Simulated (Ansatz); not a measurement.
`[F][ZnH]`, 3 atoms. Total charge 0; spin multiplicity 1. For Zn the d shell is correlated and the shells below it are frozen. Scalar relativity is left out up to krypton. Hardware: A = 2 threads of an AMD EPYC 7R13 on a shared host; B = 2 threads of an AMD EPYC 7R13 on a shared host and a share of an NVIDIA H100 80 GB. Correlated methods freeze the cores. Open-shell runs search over several starts.

Q: Give the basis size and wall time and peak host memory of each of these runs in Ansatz. UKS PBE0-D4/def2-TZVPP energy of the cation [A]; UKS PBE-D4/def2-TZVPP energy of the cation [A]; UKS B3LYP-D4/def2-TZVPP energy of the cation [A]; RKS revPBE-D4/def2-TZVPP energy [A]; UKS ωB97X-V/def2-TZVPP energy of the cation [A]; RKS PBE0-D4/def2-QZVPP energy [A]; RKS PBE0-D4/def2-TZVP relaxation (5 steps) [A]; RKS PBE0-D4/def2-TZVP frequencies [A]; UHF-CCSD(T) with 3s3p of Cu, Zn/def2-QZVPP energy of the cation [B]; RKS PBE0-D4/def2-SVP energy [A]; UKS B2PLYP (frozen core with 3s3p of Cu, Zn)/def2-TZVPP energy of the cation [A]; RKS ωB97M-V/def2-TZVPP energy and forces [A]. (Best estimate.)

A: Computed: Other jobs shared the machine, so times are rough.

```json
{"level": "RKS PBE0-D4/def2-SVP", "job": "energy [A]", "functions": "50", "wall time": "0.5 s", "peak host memory (GiB)": "0.25"}
{"level": "RKS revPBE-D4/def2-TZVPP", "job": "energy [A]", "functions": "109", "wall time": "0.76 s", "peak host memory (GiB)": "0.15"}
{"level": "RKS PBE0-D4/def2-QZVPP", "job": "energy [A]", "functions": "187", "wall time": "1.9 s", "peak host memory (GiB)": "0.39"}
{"level": "RKS ωB97M-V/def2-TZVPP", "job": "energy and forces [A]", "functions": "109", "wall time": "2.7 s", "peak host memory (GiB)": "0.25"}
{"level": "RKS PBE0-D4/def2-TZVP", "job": "relaxation (5 steps) [A]", "functions": "85", "wall time": "4.9 s", "peak host memory (GiB)": "0.18"}
{"level": "RKS PBE0-D4/def2-TZVP", "job": "frequencies [A]", "functions": "85", "wall time": "9.5 s", "peak host memory (GiB)": "0.25"}
{"level": "UKS B2PLYP (frozen core with 3s3p of Cu, Zn)/def2-TZVPP", "job": "energy of the cation [A]", "functions": "109", "wall time": "10 s", "peak host memory (GiB)": "0.32"}
{"level": "UKS ωB97X-V/def2-TZVPP", "job": "energy of the cation [A]", "functions": "109", "wall time": "12 s", "peak host memory (GiB)": "0.43"}
{"level": "UHF-CCSD(T) with 3s3p of Cu, Zn/def2-QZVPP", "job": "energy of the cation [B]", "functions": "187", "wall time": "14 s", "peak host memory (GiB)": "0.93"}
{"level": "UKS PBE0-D4/def2-TZVPP", "job": "energy of the cation [A]", "functions": "109", "wall time": "39 s", "peak host memory (GiB)": "0.36"}
{"level": "UKS PBE-D4/def2-TZVPP", "job": "energy of the cation [A]", "functions": "109", "wall time": "41 s", "peak host memory (GiB)": "0.25"}
{"level": "UKS B3LYP-D4/def2-TZVPP", "job": "energy of the cation [A]", "functions": "109", "wall time": "44 s", "peak host memory (GiB)": "0.35"}
```

B3LYP here is the variant with VWN-RPA as its local correlation; programs differ in this.
